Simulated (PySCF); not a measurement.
AlF₂H. Atoms are numbered in the order given.

```xyz
4

Al     0.0000     0.0000     0.4283
H      0.0000     0.0000     1.9817
F      0.0000    -1.4088    -0.4194
F      0.0000     1.4088    -0.4194
```

Geometry optimised at B3LYP-D3(BJ)/def2-TZVP.

Calculation: TDDFT-PBE0/def2-SVPD run with PySCF 2.14.0.

Vertical excitations.  State labels are in the subgroup C2v.

Computed UV-visible absorptions:
```
state  symmetry  energy (eV)  λ (nm)      f                                              main pairs
-----  --------  -----------  ------  -----  ------------------------------------------------------
S1           B1         7.89     157  0.120                                          HOMO→LUMO 98 %
S2           A1         8.69     143  0.198                                        HOMO→LUMO+1 96 %
S3           A2         9.07     137  0.000                                        HOMO−1→LUMO 99 %
S4           B2         9.33     133  0.000                                      HOMO−1→LUMO+1 86 %
S5           A2         9.54     130  0.000                                      HOMO−2→LUMO+1 98 %
S6           B2         9.56     130  0.017                      HOMO−2→LUMO 66 %, HOMO→LUMO+2 31 %
S7           B1         9.79     127  0.002                                        HOMO−4→LUMO 92 %
S8           B2         9.98     124  0.297  HOMO→LUMO+2 62 %, HOMO−2→LUMO 21 %, HOMO−1→LUMO+1 10 %
S9           A1         9.98     124  0.020                    HOMO−3→LUMO 82 %, HOMO−4→LUMO+1 13 %
S10          B1        10.05     123  0.155                                      HOMO−3→LUMO+1 90 %
T1           B1         6.80     182      0                                          HOMO→LUMO 97 %
T2           A1         7.20     172      0                                        HOMO→LUMO+1 91 %
T3           B2         8.68     143      0                                        HOMO→LUMO+2 94 %
T4           A2         8.94     139      0                                        HOMO−1→LUMO 98 %
```
Triplets are in the Tamm–Dancoff approximation, which puts them higher than full response would, so one can lie above its singlet here.
